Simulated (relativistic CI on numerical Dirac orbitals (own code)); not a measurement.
V4+: resonant inelastic scattering at the L2,3 edge

Computed with this model: Dirac-Coulomb-Breit CI, orbitals from a KLI potential per configuration, model QED, valence Slater integrals scaled by 0.8, Kramers-Heisenberg scattering through one core-hole configuration in a parametric crystal field; configurations [Ar] 3d → [He] 2s2 2p5 3s2 3p6 3d2; 300 K; core-hole width 0.4 eV; summed over polarisations. Incident energies are the highest absorption maxima for each field (at most a few, so the weaker spin-orbit partner edge can be absent), on the computed scale of the free ion. Intensities are in per cent of the strongest line above 0.02 eV; levels within 1 cm⁻¹ are merged; final levels count from the ground level, the first row holds all elastic scattering, lines under 0.4 are left out and each table stops after 24 rows. The scale of the Slater integrals is a model choice and moves the terms in proportion.

Field parameters in Wybourne normalisation: D3d B²₀ = −7Dσ, B⁴₀ = −14Dq − 21Dτ, B⁴₃ = −14√(10/7) Dq. The field is a parameter set, without covalency.

S is read from ⟨S²⟩ = S(S + 1).

D3d, 10Dq = 30400, Dσ = -1200, Dτ = -320 cm⁻¹:

| Final level (eV) | Degeneracy | Irrep | S | 525.6 eV | 529.3 eV | 531.2 eV |
| --- | --- | --- | --- | --- | --- | --- |
| 0.000 | 2 | Γ5+Γ6 | 0.50 | 281.0 | 217.0 | 543.3 |
| 0.031 | 2 | Γ4 | 0.50 | 30.6 | 73.7 | 99.3 |
| 0.731 | 2 | Γ4 | 0.50 | 100.0 | 67.3 | 76.4 |
| 3.874 | 2 | Γ4 | 0.50 | 38.2 | 52.2 | 50.4 |
| 3.877 | 2 | Γ5+Γ6 | 0.50 | 31.3 | 60.5 | 100.0 |

D3d, 10Dq = 30400, Dσ = -860, Dτ = -320 cm⁻¹:

```tsv
Final level (eV)	Degeneracy	Irrep	S	525.6 eV	529.3 eV	531.1 eV
0.000	2	Γ5+Γ6	0.50	290.7	189.4	462.3
0.030	2	Γ4	0.50	34.3	63.4	86.7
0.601	2	Γ4	0.50	100.0	59.4	63.4
3.827	2	Γ4	0.50	33.3	41.9	48.6
3.828	2	Γ5+Γ6	0.50	31.0	52.0	88.6
```

For the first field the strongest loss at the lowest incident energy is the level at 0.73 eV (S = 0.50, against 0.50 in the thermal ground state).
